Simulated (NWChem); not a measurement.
System: BiI2, doublet; SMILES [I][Bi][I]

All runs: NWChem. Spin-unrestricted. In the optimisation the excess spin sits in b2 (C2v, its own frame). All runs use the structure optimised with PBE0/def2-SVP, spin-unrestricted. This spin state was assumed; another may lie lower. No stability test was run on the SCF state. def2 effective core potentials on I, Bi; no spin-orbit coupling. Vertical excitations in the gas phase; the lowest state need not have the same character in each row. Excited states of an open shell can be spin-contaminated.

```
level                    lowest excitation (eV)  oscillator strength of that lowest state  lowest empty minus highest occupied level, either spin (eV)
-----------------------  ----------------------  ----------------------------------------  -----------------------------------------------------------
PBE/def2-SVP, TDA                          1.70                                     0.001                                                         0.86
B3LYP/def2-SVP, TDA                        1.79                                     0.001                                                         2.03
BHandHLYP/def2-SVP, TDA                     ___                                     0.001                                                          ___
```

**Question.** Complete the blanks.

**Answer.** 
- BHandHLYP/def2-SVP, TDA, lowest excitation (eV): 2.02
- BHandHLYP/def2-SVP, TDA, lowest empty minus highest occupied level, either spin (eV): 4.12
